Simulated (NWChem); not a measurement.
System: CH6GeTe; SMILES [Te](C)[GeH3]

The following NWChem deck was run.

```
start job
memory heap 200 mb stack 900 mb global 1100 mb
geometry units angstroms noautoz
  Te     0.317109     0.877650     0.065012
  C     -1.836885     1.255428    -0.014040
  H     -1.963836     2.353667    -0.001583
  H     -2.327095     0.811467     0.870752
  H     -2.255292     0.840360    -0.948356
  Ge     0.023642    -1.680555     0.017094
  H      1.441009    -2.303653     0.065774
  H     -0.804800    -2.159115     1.240227
  H     -0.702610    -2.123877    -1.282006
end
basis spherical
  * library def2-svp
end
ecp
  Te library def2-ecp
end
dft
  xc xcamb88 1.00 lyp 1.0 hfexch 1.00
  cam 0.33 cam_alpha 0.0 cam_beta 1.0
  iterations 150
  mulliken
end
task dft energy
```

NWChem printed, in part:

```
             Northwest Computational Chemistry Package (NWChem) 7.3.0
             --------------------------------------------------------

 CS  symmetry detected

                             Geometry "geometry" -> ""
                             -------------------------

 Output coordinates in angstroms (scale by  1.889725989 to convert to a.u.)

  No.       Tag          Charge          X              Y              Z
 ---- ---------------- ---------- -------------- -------------- --------------
    1 Te                  52.0000     0.33159212     0.90747377     0.00000000
    2 C                    6.0000    -1.81969642     1.30823955     0.00000000
    3 H                    1.0000    -1.93434927     2.40789956     0.00000000
    4 H                    1.0000    -2.27917836     0.88354235     0.91037563
    5 H                    1.0000    -2.27917836     0.88354235    -0.91037563
    6 Ge                  32.0000     0.00922410    -1.64769955     0.00000000
    7 H                    1.0000     1.42068876    -2.28591081     0.00000000
    8 H                    1.0000    -0.77388293    -2.10038066     1.26227298
    9 H                    1.0000    -0.77388293    -2.10038066    -1.26227298

 Effective nuclear repulsion energy (a.u.)     560.4042172029

      Symmetry information
      --------------------

 Group name             Cs
 Group number              2
 Group order               2
 No. of unique centers     7

                                 NWChem DFT Module
                                 -----------------

 Summary of "ao basis" -> "ao basis" (spherical)
 ------------------------------------------------------------------------------
       Tag                 Description            Shells   Functions and Types
 ---------------- ------------------------------  ------  ---------------------
 Te                         def2-svp                10       26   4s4p2d
 C                          def2-svp                 6       14   3s2p1d
 H                          def2-svp                 3        5   2s1p
 Ge                         def2-svp                12       32   5s4p3d

      Symmetry analysis of basis
      --------------------------

        a'         68
        a"         34

            General Information
            -------------------
          SCF calculation type: DFT
          Wavefunction type:  closed shell.
          No. of atoms     :     9
          No. of electrons :    68
           Alpha electrons :    34
            Beta electrons :    34
          Charge           :     0
          Spin multiplicity:     1
          Use of symmetry is: on ; symmetry adaption is: on
          Maximum number of iterations: 150
          AO basis - number of functions:   102
                     number of shells:    46
          Convergence on energy requested:  1.00D-06
          Convergence on density requested:  1.00D-05
          Convergence on gradient requested:  5.00D-04

              XC Information
              --------------
                     Hartree-Fock (Exact) Exchange  1.000
                   CAM-Becke88 Exchange Functional  1.000
              Lee-Yang-Parr Correlation Functional  1.000

           Range-Separation Parameters
           ---------------------------
           Alpha           :  0.00
           Beta            :  1.00
           Gamma           :  0.33
           Short-Range HF  :     F

             Grid Information
             ----------------
          Grid used for XC integration:  medium
          Radial quadrature: Mura-Knowles
          Angular quadrature: Lebedev.
          Tag              B.-S. Rad. Rad. Pts. Rad. Cut. Ang. Pts.
          ---              ---------- --------- --------- ---------
          Te                  1.40      123          10.0       590
          C                   0.70       49          12.0       434
          H                   0.35       45          13.0       434
          Ge                  1.25      112          11.0       590
          Grid pruning is: on
          Number of quadrature shells:   464
          Spatial weights used:  Erf1

      Superposition of Atomic Density Guess
      -------------------------------------

 Sum of atomic energies:       -2426.88769335

      Non-variational initial energy
      ------------------------------

 Total energy =   -2383.650273
 1-e energy   =   -4026.070352
 2-e energy   =    1335.909224
 HOMO         =      -0.238083
 LUMO         =      -0.001573

      Symmetry analysis of molecular orbitals - initial
      -------------------------------------------------

  Numbering of irreducible representations:

     1 a'          2 a"

  Orbital symmetries:

     1 a'          2 a'          3 a'          4 a"          5 a'
     6 a'          7 a'          8 a'          9 a'         10 a"
    11 a'         12 a'         13 a'         14 a"         15 a'
    16 a'         17 a'         18 a"         19 a"         20 a"
    21 a'         22 a'         23 a'         24 a"         25 a'
    26 a'         27 a'         28 a"         29 a'         30 a'
    31 a"         32 a'         33 a'         34 a"         35 a'
    36 a'         37 a'         38 a"         39 a'         40 a'
    41 a"         42 a'         43 a'         44 a'

     ---------------------------------------------
      Total Density - Mulliken Population Analysis
     ---------------------------------------------

[...]
```

Level: LC-BLYP (range parameter 0.33 per bohr)/def2-SVP with def2 effective core potentials on Te. Coordinates come from a PBE-D3(BJ)/def2-SVP optimisation. Not confirmed as a minimum by frequencies. def2 effective core potentials on Te; no spin-orbit coupling.
